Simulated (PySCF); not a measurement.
**Steps of a relaxation of [Pm(NH2)4]−**

[Pm(NH2)4]− (singlet in the valence; each metal's 4f electrons, 4 of them, lie in its core potential, out of spins and levels; a saddle point, relaxed within its symmetry). PySCF 2.14.0, RKS PBE0, Pm lcecp-1-SVP with ECP50, N def2-SVP, H def2-SVP; non-relativistic Hamiltonian with scalar-relativistic core potentials where named; density fitting; no spin-orbit coupling. Origin of the start: template. Columns: position (Å) and force (eV/Å). Energies are counted from the last step; some of the 11 steps are shown. Forces carry noise of the integration grid, about 0.01 to 0.03 eV/Å.

Run from Python with OMP_NUM_THREADS=2. Where DIIS fails, smearing, a level shift and second-order steps follow.
It took 77 s on 2 threads of Arm Neoverse V2 (shared host), from the converged density of the start.

```xyz
13
step 0  E = 0.123 eV
Pm    0.0000    0.0000    0.0000     0.00    0.00    0.00
N     1.3354    1.3354    1.3354    -0.39   -0.10   -0.10
H     1.6760    1.0891    2.2629     0.18    0.23    0.05
H     1.6760    2.2629    1.0891     0.18    0.05    0.23
N    -1.3354   -1.3354    1.3354     0.39    0.10   -0.10
H    -1.6760   -1.0891    2.2629    -0.18   -0.23    0.05
H    -1.6760   -2.2629    1.0891    -0.18   -0.05    0.23
N     1.3354   -1.3354   -1.3354    -0.39    0.10    0.10
H     1.6760   -2.2629   -1.0891     0.18   -0.05   -0.23
H     1.6760   -1.0891   -2.2629     0.18   -0.23   -0.05
N    -1.3354    1.3354   -1.3354     0.39   -0.10    0.10
H    -1.6760    2.2629   -1.0891    -0.18    0.05   -0.23
H    -1.6760    1.0891   -2.2629    -0.18    0.23   -0.05
```

```xyz
13
step 3  E = 0.022 eV
Pm    0.0000    0.0000    0.0000     0.00    0.00    0.00
N     1.2680    1.3777    1.3777    -0.09   -0.01   -0.01
H     1.7202    1.1125    2.2519     0.02   -0.05    0.10
H     1.7202    2.2519    1.1125     0.02    0.10   -0.05
N    -1.2680   -1.3777    1.3777     0.09    0.01   -0.01
H    -1.7202   -1.1125    2.2519    -0.02    0.05    0.10
H    -1.7202   -2.2519    1.1125    -0.02   -0.10   -0.05
N     1.2680   -1.3777   -1.3777    -0.09    0.01    0.01
H     1.7202   -2.2519   -1.1125     0.02   -0.10    0.05
H     1.7202   -1.1125   -2.2519     0.02    0.05   -0.10
N    -1.2680    1.3777   -1.3777     0.09   -0.01    0.01
H    -1.7202    2.2519   -1.1125    -0.02    0.10    0.05
H    -1.7202    1.1125   -2.2519    -0.02   -0.05   -0.10
```

```xyz
13
step 7  E = 0.003 eV
Pm    0.0000    0.0000    0.0000     0.00    0.00    0.00
N     1.1846    1.4212    1.4212    -0.01   -0.04   -0.04
H     1.6090    1.1673    2.3161    -0.01    0.03   -0.03
H     1.6090    2.3161    1.1673    -0.01   -0.03    0.03
N    -1.1846   -1.4212    1.4212     0.01    0.04   -0.04
H    -1.6090   -1.1673    2.3161     0.01   -0.03   -0.03
H    -1.6090   -2.3161    1.1673     0.01    0.03    0.03
N     1.1846   -1.4212   -1.4212    -0.01    0.04    0.04
H     1.6090   -2.3161   -1.1673    -0.01    0.03   -0.03
H     1.6090   -1.1673   -2.3161    -0.01   -0.03    0.03
N    -1.1846    1.4212   -1.4212     0.01   -0.04    0.04
H    -1.6090    2.3161   -1.1673     0.01   -0.03   -0.03
H    -1.6090    1.1673   -2.3161     0.01    0.03    0.03
```

Task: Where does the relaxation end?

Result: It converges at step 10 in D2d:
```xyz
13
step 10  E = 0
Pm    0.0000    0.0000    0.0000
N     1.1648    1.4246    1.4246
H     1.5635    1.1898    2.3355
H     1.5635    2.3355    1.1898
N    -1.1648   -1.4246    1.4246
H    -1.5635   -1.1898    2.3355
H    -1.5635   -2.3355    1.1898
N     1.1648   -1.4246   -1.4246
H     1.5635   -2.3355   -1.1898
H     1.5635   -1.1898   -2.3355
N    -1.1648    1.4246   -1.4246
H    -1.5635    2.3355   -1.1898
H    -1.5635    1.1898   -2.3355
```

Task: How did the contacts change?

Result: 
| contact | start (Å) | end (Å) |
| --- | --- | --- |
| Pm1–N2 (NH2) | 2.313 | 2.327 |
| Pm1–N5 (NH2) | 2.313 | 2.327 |
| Pm1–N8 (NH2) | 2.313 | 2.327 |
| Pm1–N11 (NH2) | 2.313 | 2.327 |


An lcecp potential fixes the number of 4f electrons, so in runs with it no electron can move into or out of that shell.
